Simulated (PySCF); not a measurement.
BGeH₅NSi, BGeH₃O, B₂GeH₅ (calculated)

All values are calculated (PySCF 2.14.0). Calculation on a computer-drawn molecule: the log of a Hartree-Fock and frozen-core CCSD(T) single point meant for a local Hartree-Fock minimum, with one planted fault or none, to be diagnosed. Offsets are logged minus clean, where the clean run is the same molecule without the fault. The reference is restricted for singlets and unrestricted otherwise, and also for a bond in bohr or an excited solution. Adding or removing an electron swaps singlet and doublet. The excited solution moves the top pair (singlet) or top alpha electron (doublet) to the lowest empty orbital. Highest occupied and lowest empty are orbital energies over both spins, largest force is the largest gradient component, triples share is (T) over the correlation energy, the T1 limit is 0.02 restricted and 0.045 unrestricted, electrons count all cores, a negative frequency is imaginary (commonest isotopes), and the dipole is about the centre of nuclear charge; on germanium a core potential holds 10 electrons, which the energies leave out, and 3d is frozen in MP2 and coupled-cluster steps.

Common to all runs: meant charge 0; meant basis and core potential on germanium cc-pVDZ-PP ECP10MDF; logged SCF converged yes; possible faults no fault, one electron removed, one electron added, multiplicity raised by two, geometry at a saddle point, SCF held on an excited solution, minimal basis STO-3G, one bond length entered in bohr, all coordinates scaled.

(1) 
```xyz
9
formula=BGeH5NSi meant_multiplicity=2 meant_basis=cc-pV(D+d)Z logged_electrons=63 logged_basis_functions=99 logged_spin_squared=3.7859 logged_highest_occupied=-6.5257 logged_lowest_empty=-0.34782 logged_largest_force=0.13474 logged_T1_diagnostic=0.035182 logged_D1_diagnostic=0.19771 logged_triples_share=0.02962 logged_CC_converged=yes logged_dipole_magnitude=1.5063 logged_SCF_stable_within_its_kind=yes logged_energy_HF=-664.18546 logged_energy_CCSD(T)=-664.63723 planted_fault=multiplicity_raised_by_two HF_energy_offset_from_clean_run=61.42 CCSD(T)_energy_offset_from_clean_run=86.76
B     -1.2881     1.4204    -0.7614
Ge     0.4389     1.8651     0.0718
N      1.8883     0.8158     0.1164
Si     3.0925     0.0454    -0.5032
H     -2.1713     2.2260    -0.6822
H     -1.4311     0.3705    -1.3197
H      0.7715     3.1617     0.8120
H      3.9204    -0.8852     0.2794
H      3.5702     0.1459    -1.8954
```

Units: logged_highest_occupied, logged_lowest_empty in eV; logged_largest_force in hartree/bohr; logged_dipole_magnitude in debye; logged_energy_HF, logged_energy_CCSD(T) in hartree; HF_energy_offset_from_clean_run, CCSD(T)_energy_offset_from_clean_run in kcal/mol.

Drawn bonds:
```tsv
atom	other atom	order
1	2	1
2	3	2
3	4	1
1	5	1
1	6	1
2	7	1
4	8	1
4	9	1
```

(2) 
```xyz
6
formula=BGeH3O meant_multiplicity=1 meant_basis=cc-pVDZ logged_electrons=48 logged_basis_functions=66 logged_spin_squared=0 logged_highest_occupied=-10.67 logged_lowest_empty=0.58023 logged_largest_force=6.657e-06 logged_lowest_frequency=152.5 logged_T1_diagnostic=0.027591 logged_D1_diagnostic=0.089315 logged_triples_share=0.034853 logged_CC_converged=yes logged_dipole_magnitude=5.074 logged_SCF_stable_within_its_kind=yes logged_energy_HF=-394.58537 logged_energy_CCSD(T)=-394.9917 planted_fault=no_fault HF_energy_offset_from_clean_run=0 CCSD(T)_energy_offset_from_clean_run=0
B      0.9827     1.4998     1.4577
Ge     0.0796     0.1408     0.1696
O      0.3303    -1.4626     0.2202
H      2.0309     1.9946     1.1675
H      0.4541     1.7895     2.4895
H     -0.8732     0.7550    -0.8723
```

Units: logged_highest_occupied, logged_lowest_empty in eV; logged_largest_force in hartree/bohr; logged_lowest_frequency in cm⁻¹; logged_dipole_magnitude in debye; logged_energy_HF, logged_energy_CCSD(T) in hartree; HF_energy_offset_from_clean_run, CCSD(T)_energy_offset_from_clean_run in kcal/mol.

Drawn bonds:
```tsv
atom	other atom	order
1	2	1
2	3	2
1	4	1
1	5	1
2	6	1
```

Notes: T1 above single-reference limit.

(3) 
```xyz
8
formula=B2GeH5 meant_multiplicity=2 meant_basis=cc-pVDZ logged_electrons=47 logged_basis_functions=76 logged_spin_squared=0.7575 logged_highest_occupied=-4.5242 logged_lowest_empty=-2.8314 logged_largest_force=0.022455 logged_dipole_magnitude=2.0609 logged_SCF_stable_within_its_kind=no logged_energy_HF=-345.455 planted_fault=SCF_held_on_an_excited_solution HF_energy_offset_from_clean_run=80.88
B      1.4556    -0.0546    -0.2972
Ge    -0.4573    -0.1730     0.3992
B     -2.0888     0.6576    -0.4989
H      2.3604    -0.5713     0.2924
H      1.6752     0.5420    -1.3124
H     -0.6875    -0.9488     1.7013
H     -3.1814     0.5411    -0.0235
H     -1.9496     1.2715    -1.5180
```

Units: logged_highest_occupied, logged_lowest_empty in eV; logged_largest_force in hartree/bohr; logged_dipole_magnitude in debye; logged_energy_HF in hartree; HF_energy_offset_from_clean_run in kcal/mol.

Drawn bonds:
```tsv
atom	other atom	order
1	2	1
2	3	1
1	4	1
1	5	1
2	6	1
3	7	1
3	8	1
```

Notes: coupled-cluster numbers left out as unreliable.

(4) 
```xyz
8
formula=B2GeH5 meant_multiplicity=2 meant_basis=cc-pVDZ logged_electrons=47 logged_basis_functions=76 logged_spin_squared=3.7895 logged_highest_occupied=-6.7726 logged_lowest_empty=-2.2332 logged_largest_force=0.031104 logged_T1_diagnostic=0.021411 logged_D1_diagnostic=0.066228 logged_triples_share=0.033078 logged_CC_converged=yes logged_dipole_magnitude=1.8612 logged_SCF_stable_within_its_kind=yes logged_energy_HF=-345.45042 logged_energy_CCSD(T)=-345.75939 planted_fault=multiplicity_raised_by_two HF_energy_offset_from_clean_run=83.76 CCSD(T)_energy_offset_from_clean_run=81.05
B      1.4556    -0.0546    -0.2972
Ge    -0.4573    -0.1730     0.3992
B     -2.0888     0.6576    -0.4989
H      2.3604    -0.5713     0.2924
H      1.6752     0.5420    -1.3124
H     -0.6875    -0.9488     1.7013
H     -3.1814     0.5411    -0.0235
H     -1.9496     1.2715    -1.5180
```

Units: logged_highest_occupied, logged_lowest_empty in eV; logged_largest_force in hartree/bohr; logged_dipole_magnitude in debye; logged_energy_HF, logged_energy_CCSD(T) in hartree; HF_energy_offset_from_clean_run, CCSD(T)_energy_offset_from_clean_run in kcal/mol.

Drawn bonds:
```tsv
atom	other atom	order
1	2	1
2	3	1
1	4	1
1	5	1
2	6	1
3	7	1
3	8	1
```
